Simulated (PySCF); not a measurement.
# Assigning NMR signals

Bonds (- single, = double, # triple, : aromatic): N1-Si2, Si2-O3, Si2-Si4, Si4-Si5, Si4-Si6. N1 carries H7, H8; Si2 carries H9; O3 carries H10; Si4 carries H11; Si5 carries H12, H13, H14; Si6 carries H15, H16, H17. Stereochemistry as in N[Si@H](O)[SiH]([SiH3])[SiH3].

One averaged value for each set of equivalent atoms, in vacuum, one computed conformer, non-relativistic Hamiltonian. Structure optimised with GFN2-xTB; σ from GIAO-PBE0/pcSseg-1; PySCF 2.14.

Shifts are taken against calculated references (same method and geometry level): TMS for ¹H.

Problem. Assign these signals to the numbered atoms. ¹H NMR (400 MHz, computed): δ 6.24 (d, 1H), 3.65 (d, 3H), 3.63 (d, 3H), 3.03 (m, 1H), 1.41 (br s, 1H), 0.39 (br s, 2H).

Solution. 
| δ (ppm) | atoms | environment | reason |
| --- | --- | --- | --- |
| 6.24 | H9 | hydrogen on a silicon bonded to N, O, Si | – |
| 3.65 | H12/H13/H14 | hydrogen on a silicon bonded to Si | – |
| 3.63 | H15/H16/H17 | hydrogen on a silicon bonded to Si | – |
| 3.03 | H11 | hydrogen on a silicon bonded to 3 Si | – |
| 1.41 | H10 | hydrogen on an oxygen bonded to Si | exchangeable, gas-phase position |
| 0.39 | H7/H8 | hydrogen on a nitrogen bonded to Si | labile proton, position sensitive to the medium |

H12/H13/H14 and H15/H16/H17 lie closer than the usual error of such a calculation, so a measured spectrum could show them in the other order.

Exchangeable OH/NH protons stand at their gas-phase positions; hydrogen bonding in a real sample shifts them, mostly to higher δ. No couplings were computed; multiplicities are counted from neighbouring protons, with m where these are inequivalent, close in shift, in a saturated or five-membered ring or joined by F or P, and br s for small geminal =CH2 splittings.
